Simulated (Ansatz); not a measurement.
Several settings on one geometry of ZnMeH (CH₄Zn) (that of the charge 0 singlet, PBE-D4/def2-TZVP). Ansatz on 4 threads of Arm Neoverse V1 on a shared host; times are rough.

```xyz
6

Zn   -0.007    0.004   -1.235
C     0.004   -0.002    0.710
H    -0.447    0.919    1.108
H     1.031   -0.072    1.096
H    -0.566   -0.857    1.103
H    -0.015    0.008   -2.781
```

Totals from different functionals, basis sets or treatments of relativity can't be compared as stabilities.

Question: Give the basis size and estimate the energy, ⟨S²⟩, dipole and time of these runs.

```csv
run,method,charge,state,further keys
1,RKS ωB97M-V/def2-TZVP,0,singlet,nuclear_model: gaussian; scf: {omitted_lower_state_checks: [starts]}; forces asked
2,RKS SVWN5/def2-mTZVPP,0,singlet,pseudopotentials: {relativity: none}; scf: {lower_state_search: off}; forces asked
3,RKS revPBE0/cc-pVDZ,0,singlet,scf: {omitted_lower_state_checks: [starts]}; forces asked
```

Answer: 
```csv
run,functions,energy (Eh),⟨S²⟩,dipole (D),wall time
1,103,-1819.7629,–,0.44,3 s
2,72,-1816.6100,–,0.24,0.3 s
3,77,-1819.7727,–,0.56,1.3 s
```
